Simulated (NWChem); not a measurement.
System: LaCl₃; SMILES [Cl][La]([Cl])[Cl]

All runs: NWChem. The geometry was optimised at PBE0/def2-SVP. def2 effective core potentials on La; no spin-orbit coupling. Level PBE0/def2-SVP: single points from the atomic guess with DIIS by default; each run changes one setting, and all converged runs end within 0.3 mHa of each other. cgmin counts macro-iterations, each dearer than a DIIS step.

**Question.** Which setting needs the most SCF iterations, or fails (quadratically convergent solver (cgmin); DIIS on 20 Fock matrices; defaults; no DIIS, 40 % damping; occupation smearing of 0.005 Ha)?

**Answer.** no DIIS, 40 % damping, with 16 against 7 for the defaults.
```csv
setting,SCF iterations
defaults,7
occupation smearing of 0.005 Ha,7
DIIS on 20 Fock matrices,7
"no DIIS, 40 % damping",16
quadratically convergent solver (cgmin),4
```
